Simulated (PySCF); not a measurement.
An unknown is described by computed data only.

Elements present: C, F, H, O and S. Monoisotopic mass: 170.0013 u.

* Rotational structure: rotational constants A, B, C: 2.585, 0.508, 0.480 GHz [GFN2-xTB]
* Dipole: 1.60 D [PBE0/pcSseg-1]
* NMR, other nuclei: isotropic shieldings of nuclei other than C and H, by class: 157 (1 O), 244 (3 F), -622 (1 S) ppm [GIAO PBE0/pcSseg-1]
* 1H NMR: chemical shifts (computed TMS as zero) by class: 11.41 (1 H), 5.19 (1 H), 5.04 (1 H), 3.95 (2 H) ppm [GIAO PBE0/pcSseg-1]
* 13C NMR: chemical shifts (computed TMS as zero) by class: 262.4 (1 C), 157.5 (1 C), 129.7 (1 C), 103.0 (1 C), 64.6 (1 C) ppm [GIAO PBE0/pcSseg-1]

Electronic properties: PySCF, gas phase, density fitting. Levels stand in brackets. Isolated species at its GFN2-xTB geometry (one conformer only). Each NMR value is the plain mean over a class of atoms that symmetry, rotation or inversion makes alike.

Task: Which formula fits the mass and the elements?

Result: C5H5F3OS (calculated 170.0013). No other formula that holds each of these elements comes within 0.0003 u with a fitting electron parity and a possible valence count.

Task: Propose a structure and show how it fits.

Result: Numbering: `[CH2:1]=[C:2]([CH2:3][CH:4]=[S:5])[O:6][C:7]([F:8])([F:9])[F:10]`. Its formula, C5H5F3OS, gives 2 degrees of unsaturation: 0 rings and 2 π bonds in the structure found. 5 carbons fall into 5 classes; from least to most shielded: thiocarbonyl carbon [C4] (262.4 ppm), vinylic carbon bearing oxygen [C2] (157.5 ppm), CF3 carbon [C7] (129.7 ppm), terminal =CH2 carbon [C1] (103.0 ppm), allylic carbon [C3] (64.6 ppm). Hydrogen classes from least to most shielded: 1 H on a thiocarbonyl carbon, C4 (11.41 ppm), 1 H on a terminal =CH2 carbon, C1 (5.19 ppm), 1 H on a terminal =CH2 carbon, C1 (5.04 ppm), 2 H on an allylic carbon, C3 (3.95 ppm). The other shieldings belong to: 157 ppm, ether oxygen [O6]; 244 ppm, fluorine of a CF3 group [F8/F9/F10]; -622 ppm, thiocarbonyl sulfur [S5]. The optimised geometry has point group C1 and is an asymmetric top. Structure: `C(CC=S)(=C)OC(F)(F)F`. Computed isomers that give other values at the same levels: `C=C(SC)C(=O)C(F)(F)F` (13C chemical shifts (computed TMS as zero) by class: 183.4 (1 C), 148.6 (1 C), 129.3 (1 C), 125.7 (1 C), 19.8 (1 C) ppm). The assignments are read from this structure; whether some other isomer fits the data as well wasn't checked.

Shape of the structure used: `[CH2:1]=[C:2]([CH2:3][CH:4]=[S:5])[O:6][C:7]([F:8])([F:9])[F:10]`: C1–C2–C3–C4 -104°, C2–C3–C4–S5 126°, C1–C2–O6–C7 4°, C2–O6–C7–F8 178°.
